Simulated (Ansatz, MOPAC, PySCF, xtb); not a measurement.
The molecule HSn+, closed-shell singlet (lowest of 2S+1 = 1, 3 at CCSD(T)/def2-TZVPP on PBE0 minima; our sources give no spin for the ground state, which may be another). No spin–orbit coupling.

Seven points along R, fitted to fifth degree in 1/R; most abundant isotopes. Runs in def2 and cc sets follow the lowest solution found near the PBE0 minimum. The singlet is held restricted. HF and MP2 rows in def2 and cc sets belong to the determinant that coupled cluster picked by its CCSD energy.

Programs: Ansatz (Gaussian orbitals); MOPAC for PM6, PM7 (differences of heats of formation); PySCF for 3-21G rows, LANL2DZ rows; xtb for the GFN methods.  In def2 rows elements past Kr take small-core potentials, without spin–orbit coupling.

| level | r_e (Å) | ω_e (cm⁻¹) | ω_e x_e (cm⁻¹) | B_e (cm⁻¹) |
|---|---|---|---|---|
| PM6 | 1.701 | 2401 | 31 | 5.83 |
| PM7 | 1.725 | 2273 | 18 | 5.67 |
| GFN1-xTB | 1.780 | 1863 | -9.7 | 5.32 |
| HF/3-21G | 1.773 | 1912 | 23 | 5.37 |
| HF/def2-TZVPP | 1.744 | 1939 | 22 | 5.55 |
| HF/def2-QZVPP | 1.743 | 1937 | 22 | 5.55 |
| SVWN5/def2-TZVPP | 1.771 | 1765 | 24 | 5.38 |
| PBE/def2-TZVPP | 1.780 | 1752 | 24 | 5.32 |
| BP86/LANL2DZ | 1.790 | 1732 | 22 | 5.26 |
| r2SCAN/def2-TZVPP | 1.759 | 1823 | 24 | 5.45 |
| B97M-V/def2-TZVPP | 1.772 | 1770 | 23 | 5.37 |
| B3LYP/LANL2DZ | 1.770 | 1787 | 22 | 5.38 |
| B3LYP/def2-TZVPP | 1.767 | 1803 | 24 | 5.40 |
| PBE0/def2-TZVPP | 1.761 | 1829 | 23 | 5.44 |
| BHLYP/def2-TZVPP | 1.749 | 1883 | 23 | 5.52 |
| CAM-B3LYP/def2-TZVPP | 1.753 | 1858 | 23 | 5.49 |
| wB97X-V/def2-TZVPP | 1.748 | 1885 | 22 | 5.52 |
| wB97M-V/def2-TZVPP | 1.745 | 1882 | 23 | 5.54 |
| B2PLYP/def2-TZVPP | 1.753 | 1851 | 24 | 5.49 |
| MP2/def2-TZVPP | 1.735 | 1917 | 24 | 5.61 |
| MP2/def2-QZVPP | 1.735 | 1911 | 26 | 5.60 |
| MP2/CBS(def2-TZVPP, def2-QZVPP) | 1.736 | 1908 | 28 | 5.60 |
| SCS-MP2/def2-TZVPP | 1.738 | 1906 | 24 | 5.58 |
| SCS-MP2/def2-QZVPP | 1.739 | 1901 | 26 | 5.58 |
| CCSD/def2-TZVPP | 1.745 | 1865 | 27 | 5.54 |
| CCSD/def2-QZVPP | 1.746 | 1861 | 29 | 5.53 |
| CCSD(T)/def2-TZVPP | 1.747 | 1848 | 28 | 5.52 |
| CCSD(T)/def2-QZVPP | 1.749 | 1843 | 30 | 5.52 |
| CCSD(T)/CBS(def2-TZVPP, def2-QZVPP) | 1.750 | 1840 | 32 | 5.51 |

Correlated levels freeze the inner cores; with def2 sets outer-core shells near the valence are correlated too. CBS(a, b) extrapolates the correlation energy as X⁻³ and adds the Hartree–Fock energy of set b. Rows in 3-21G, LANL2DZ carry no dispersion term and start afresh at each structure; the Pople sets are all-electron and without relativity. LANL2DZ brings its own core potentials from Na on. The state that PM6, PM7 reach isn't checked; PM7 holds dispersion and hydrogen-bond terms.

Ansatz is a first-principles code.
